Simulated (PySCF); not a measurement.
GeH₃O₄, multiplicity 2. Atoms are numbered in the order given.

```xyz
8

O     -1.5394     0.8558     0.4314
Ge    -0.0114     0.0130     0.0174
O     -0.3957    -0.8327    -1.4868
O      1.3895     1.0345    -0.2829
O      0.4044    -1.0053     1.3890
H     -1.1952    -1.3737    -1.4166
H      1.3346     1.5203    -1.1173
H      1.3546    -0.9812     1.5727
```
Charge 0, spin multiplicity 2.

The structure is a stationary point at B3LYP-D3(BJ)/def2-SVP. The isomer is the one that the SMILES or the coordinates give; other isomers of the formula were not compared. Other conformers were not sampled.

Computed with B3LYP/def2-TZVP in PySCF.

ESP charges are fitted to the potential on shells at 1.4 to 2.0 van der Waals radii. Atomic charges (e):

```csv
atom,Mulliken,Löwdin,meta-Löwdin,ESP fit,Mulliken spin
O1,-0.31,-0.10,-0.43,-0.34,0.97
Ge2,0.93,0.19,1.53,1.14,-0.02
O3,-0.53,-0.21,-0.72,-0.72,0.04
O4,-0.54,-0.22,-0.73,-0.72,0.00
O5,-0.53,-0.21,-0.72,-0.69,0.01
H6,0.32,0.18,0.36,0.44,0.00
H7,0.32,0.18,0.36,0.44,0.00
H8,0.33,0.18,0.36,0.44,0.00
```
